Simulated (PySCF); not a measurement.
Compound: 1,2-dihydro-1,2-azaborine, C₄H₆BN.
Geometry (PBE0-D3(BJ)/def2-SVP, Å), atoms numbered from 1 in this order:
```
atom  x, y, z in Å
B1     1.2689    0.7372    0.0116
C2    -0.0681    1.4496    0.0320
C3    -1.2181    0.6940    0.0153
C4    -1.1838   -0.7265   -0.0202
C5     0.0171   -1.3821   -0.0387
N6     1.1879   -0.6943   -0.0239
H7     2.3664    1.2416    0.0219
H8    -0.1652    2.5389    0.0592
H9    -2.2030    1.1752    0.0291
H10   -2.1077   -1.3063   -0.0329
H11    0.0770   -2.4731   -0.0660
H12    2.0311   -1.2556   -0.0395
```

Method: PySCF, TDDFT CAM-B3LYP/def2-SVPD, vertical, gas phase, core orbitals frozen in the response.

Transition dipole moments from the ground state, in atomic units and in the frame of the coordinates above (overall signs are arbitrary), for the states with f of 0.002 or more among the lowest 10:

| state | E (eV) | μx | μy | μz |
| --- | --- | --- | --- | --- |
| S1 | 5.124 | 0.162 | 1.153 | 0.028 |
| S3 | 6.154 | -0.687 | 0.246 | 0.007 |
| S6 | 7.083 | 0.001 | -0.013 | 0.541 |
| S7 | 7.253 | -1.668 | -0.101 | 0.001 |
| S10 | 7.753 | 0.000 | -0.002 | 0.121 |

(1) What oscillator strength does each state have?

(2) Label these states by symmetry in Cs.

(3) What angle do the transition dipoles of S1 and S6 make?

(4) How is the summed strength of these states shared among x, y and z?

(5) What peak molar absorption coefficient would the strongest computed level give as a lone Gaussian band 0.4 eV wide at half height?

## Answers

(1) f = (2/3) ΔE |μ|² with ΔE in hartree (27.2114 eV).

```tsv
state	|μ|² (au)	|μ| (D)	f
S1	1.356	2.96	0.170
S3	0.532	1.85	0.080
S6	0.293	1.38	0.051
S7	2.793	4.25	0.496
S10	0.015	0.31	0.003
```

(2) From a totally symmetric ground state, an allowed state transforms like the component of the dipole operator along its μ. Polarised normal to the mirror plane, so A″: S6 and S10. Polarised in the mirror plane, so A′: S1, S3 and S7.

(3) |cos θ| = |μa·μb| / (|μa| |μb|) = 0.00, so θ ≈ 90° (taken between 0 and 90°, since the signs are arbitrary).

(4) (2/3) Σ ΔE μα² gives 0.569 for x, 0.178 for y and 0.054 for z, 0.800 in all.

(5) ε(max) = 2.175×10⁸ f / FWHM, with the width in cm⁻¹. S7: 2.175×10⁸ × 0.4963 / 3226 ≈ 33000 L mol⁻¹ cm⁻¹.

All these states lie below the vertical ionisation energy of 8.53 eV (ΔSCF).

Hardware: one thread, Intel Xeon Platinum 8488C (x86_64) (shared host). Cost: 39 s wall (with the writing of density and orbital grids), 0.89 GiB resident at most.
